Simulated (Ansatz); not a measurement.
A run for Ansatz (a first-principles code): R-SVWN5/def2-TZVPP on GaH6N3 (SMILES [NH2][Ga]([NH2])[NH2]), a point of a torsion scan.

Ansatz 0.2 input:
```yaml
crystal:
  periodic: [false, false, false]
  atoms:
    - {symbol: N, position_ang: [-0.61689007, 1.74312060, -0.26407829]}
    - {symbol: Ga, position_ang: [-0.28806984, -0.07124878, -0.21089978]}
    - {symbol: N, position_ang: [1.15303804, -0.75569277, 0.67566266]}
    - {symbol: N, position_ang: [-1.25021530, -1.17301199, -1.29968416]}
    - {symbol: H, position_ang: [-1.49646805, 2.07312507, 0.12070886]}
    - {symbol: H, position_ang: [0.11767304, 2.31515486, 0.14488700]}
    - {symbol: H, position_ang: [1.32708473, -1.75055297, 0.72072661]}
    - {symbol: H, position_ang: [1.58946022, -0.29964907, 1.46601209]}
    - {symbol: H, position_ang: [-2.08596533, -0.82305519, -1.75149593]}
    - {symbol: H, position_ang: [-1.36022013, -2.16068099, -1.10810080]}
basis:
  gaussian:
    orbitals: def2-TZVPP
hamiltonian:
  xc: {name: SVWN5}
scf: {lower_state_search: off}
```

Task: Predict the final total energy.

Result: -2088.4792 hartree.
